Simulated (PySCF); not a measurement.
Bond curve of NdS

Set-up: Nd x2c-TZVPall, S x2c-TZVPall; spin-free X2C with a Gaussian nucleus (PySCF 2.14). Energies in eV from Nd (4f4 6s2) + S in their ground configurations at the same level. State: quintet, about 3.6 electrons in the 4f shell (Mulliken), real f orbitals that mix terms.

All columns are B3LYP. A positive dipole means Nd(−)S(+).

```json
{"R (Å)": "2.030", "E (eV)": "-3.069", "μ (D)": "-3.88", "Mulliken charge on Nd (basis-dependent)": "0.34", "HOMO (eV)": "-3.91", "LUMO (eV)": "-2.30", "Mayer bond order": "2.53", "⟨S²⟩": "6.03"}
{"R (Å)": "2.124", "E (eV)": "-3.812", "μ (D)": "-4.70", "Mulliken charge on Nd (basis-dependent)": "0.41", "HOMO (eV)": "-4.01", "LUMO (eV)": "-2.38", "Mayer bond order": "2.45", "⟨S²⟩": "6.03"}
{"R (Å)": "2.218", "E (eV)": "-4.223", "μ (D)": "-5.58", "Mulliken charge on Nd (basis-dependent)": "0.47", "HOMO (eV)": "-4.09", "LUMO (eV)": "-2.44", "Mayer bond order": "2.37", "⟨S²⟩": "6.03"}
{"R (Å)": "2.289", "E (eV)": "-4.372", "μ (D)": "-6.29", "Mulliken charge on Nd (basis-dependent)": "0.50", "HOMO (eV)": "-4.14", "LUMO (eV)": "-2.47", "Mayer bond order": "2.32", "⟨S²⟩": "6.03"}
{"R (Å)": "2.360", "E (eV)": "-4.426", "μ (D)": "-7.13", "Mulliken charge on Nd (basis-dependent)": "0.54", "HOMO (eV)": "-4.16", "LUMO (eV)": "-2.48", "Mayer bond order": "2.26", "⟨S²⟩": "6.03"}
{"R (Å)": "2.431", "E (eV)": "-4.407", "μ (D)": "-7.89", "Mulliken charge on Nd (basis-dependent)": "0.56", "HOMO (eV)": "-4.19", "LUMO (eV)": "-2.49", "Mayer bond order": "2.22", "⟨S²⟩": "6.03"}
{"R (Å)": "2.525", "E (eV)": "-4.296", "μ (D)": "-8.81", "Mulliken charge on Nd (basis-dependent)": "0.59", "HOMO (eV)": "-4.24", "LUMO (eV)": "-2.54", "Mayer bond order": "2.18", "⟨S²⟩": "6.02"}
{"R (Å)": "2.643", "E (eV)": "-4.058", "μ (D)": "-9.80", "Mulliken charge on Nd (basis-dependent)": "0.61", "HOMO (eV)": "-4.32", "LUMO (eV)": "-2.61", "Mayer bond order": "2.15", "⟨S²⟩": "6.02"}
{"R (Å)": "2.785", "E (eV)": "-3.683", "μ (D)": "-10.71", "Mulliken charge on Nd (basis-dependent)": "0.62", "HOMO (eV)": "-4.35", "LUMO (eV)": "-2.72", "Mayer bond order": "2.11", "⟨S²⟩": "6.03"}
{"R (Å)": "2.974", "E (eV)": "-3.113", "μ (D)": "-11.31", "Mulliken charge on Nd (basis-dependent)": "0.63", "HOMO (eV)": "-4.20", "LUMO (eV)": "-2.89", "Mayer bond order": "2.04", "⟨S²⟩": "6.06"}
```

A fit through these points gives, at Re = 2.373 Å, μ = -7.26 D and dμ/dR = -11.5 D/Å; the reduced mass is 26.09 u.

Task: How strong is the fundamental in the double-harmonic approximation, I = 42.26·(dμ/dR)²/μred km/mol?

Result: I = 42.26·(-11.5)²/26.09 = 214 km/mol at B3LYP.

Spin–orbit coupling is left out, which matters for elements this heavy, above all for dissociation energies. The state is the lowest single determinant that the PBE0 search found; with open d or f shells the true ground state can be another one.
